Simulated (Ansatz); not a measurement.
A series at Si: from `O[Si](O)(Cl)[SiH](Cl)Cl`, ligands are replaced one by one, each step taking up H₂ and setting free HCl; n counts the steps. Ansatz, PBE0-D4/def2-TZVP geometries. Each molecule was computed in one conformer, which needn't be the lowest.

CBS adds triple-zeta CCSD(T) − MP2 to the MP2 limit, frozen cores; atoms without spin–orbit coupling. 

| n | molecule | atomization energy, CCSD(T)/CBS (kJ/mol) |
| --- | --- | --- |
| 0 | `O[Si](O)(Cl)[SiH](Cl)Cl` | 3643.1 |
| 1 | `O[SiH](O)[SiH](Cl)Cl` | 3559.3 |
| 2 | `O[SiH](O)[SiH2]Cl` | 3485.0 |
| 3 | `O[SiH](O)[SiH3]` | ? |

Q: By hand: fit a straight line y = ȳ + b (n − n̄) to the 3 given rows and predict n = 3.

A: n̄ = 1.000, ȳ = 3562.47; Σ(n − n̄)(y − ȳ) = -158.10, Σ(n − n̄)² = 2.000, so b = -79.05 kJ/mol a step. Prediction: 3562.47 + (-79.05) × (2.000) = 3404.4 kJ/mol.

Q: By hand: compare with the computed value, 3426.1 kJ/mol, and give the steps along the whole series.

A: The line misses by 21.7 kJ/mol (computed minus predicted). Steps: -83.8, -74.3, -58.9 kJ/mol.

The steps shrink at each stage, from -83.8 to -58.9 kJ/mol, so the series is curved and an end member is harder to predict than an inner one. The miss is 10.0 % of the series' range. The energies themselves are unsure by some kJ/mol a bond, though much of that is common to the series.
